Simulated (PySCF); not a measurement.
BGeH5O, SMILES B[O][GeH3].

Coordinates come from a PBE0-D3(BJ)/def2-SVP optimisation.

These are PBE/def2-TZVPD run with PySCF values and carry that method's errors.

Symmetry labels are those of the subgroup Cs that the program uses (full group Cs).

Computed valence orbital energies around the gap with their symmetry:
```
orbital  symmetry  energy (eV)
-------  --------  -----------
HOMO−7         A'       -14.74
HOMO−6         A'       -12.07
HOMO−5         A'       -10.29
HOMO−4         A'        -9.78
HOMO−3         A"        -9.71
HOMO−2         A'        -8.48
HOMO−1         A"        -8.15
HOMO           A'        -6.70
LUMO           A"        -1.38
LUMO+1         A'        -1.09
LUMO+2         A'        -0.57
LUMO+3         A"         0.34
```
